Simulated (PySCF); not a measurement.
Species: C₂H₅Cl₃Si.
SMILES with atom numbers: `[SiH3:1][CH2:2][C:3]([Cl:4])([Cl:5])[Cl:6]` (hydrogens: H7, H8, H9 on Si1; H10, H11 on C2)

Geometry (PBE0-D3(BJ)/def2-SVP, Å), atoms numbered from 1 in this order:
```xyz
11
C2H5Cl3Si angstrom
Si     1.8566   -0.8604   -0.0970
C      0.0748   -0.1813   -0.1101
C     -1.0296   -1.1782    0.1549
Cl    -0.8941   -2.5610   -0.9687
Cl    -2.6274   -0.4123   -0.0779
Cl    -0.9390   -1.7848    1.8283
H      2.7538    0.3171    0.1050
H      2.1784   -1.4922   -1.4080
H      2.0618   -1.8386    1.0067
H     -0.1059    0.2626   -1.1026
H     -0.0188    0.6299    0.6290
```

Jobs on this species (11 atoms, 82 electrons) with PySCF (density fitting). Hardware of each: one thread of an Arm Neoverse V1, shared host. The host was shared with other jobs, so the times are rough. Peak memory is the resident size of the whole Python process, interpreter and libraries included.

**Question.** Rank these jobs by wall time, shortest first.
A. PBE0/STO-3G; shieldings, charges and field gradients; 51 basis functions
B. HF/pcSseg-1; shieldings; 155 basis functions
C. PBE0/pcSseg-2; shieldings, charges and field gradients; 314 basis functions
D. B97-2/pcSseg-1; shieldings; 155 basis functions

**Answer.** A (4.4 s), B (9.4 s), D (16 s), C (52 s).

All jobs:

| level and settings | work | basis functions | SCF cycles | wall time | peak memory |
| --- | --- | --- | --- | --- | --- |
| PBE0/STO-3G | shieldings, charges and field gradients | 51 | 11 | 4.4 s | 0.45 GiB |
| HF/pcSseg-1 | shieldings | 155 | 11 | 9.4 s | 0.85 GiB |
| PBE0/def2-SVP | shieldings, charges and field gradients | 125 | 13 | 11 s | 0.67 GiB |
| PBE0/cc-pVDZ | shieldings, charges and field gradients | 125 | 13 | 13 s | 0.70 GiB |
| B97-2/pcSseg-1 | shieldings | 155 | 13 | 16 s | 0.86 GiB |
| LDA/pcSseg-1 | shieldings | 155 | 14 | 18 s | 0.75 GiB |
| PBE/pcSseg-1 | shieldings | 155 | 14 | 21 s | 0.80 GiB |
| KT3/pcSseg-1 | shieldings | 155 | 14 | 22 s | 0.80 GiB |
| PBE0/pcSseg-2 | shieldings, charges and field gradients | 314 | 14 | 52 s | 1.3 GiB |

**Question.** What do all jobs in the table cost together?

**Answer.** About 2.8 min; the longest takes about 31 % of that, and about 12 times as long as the shortest.
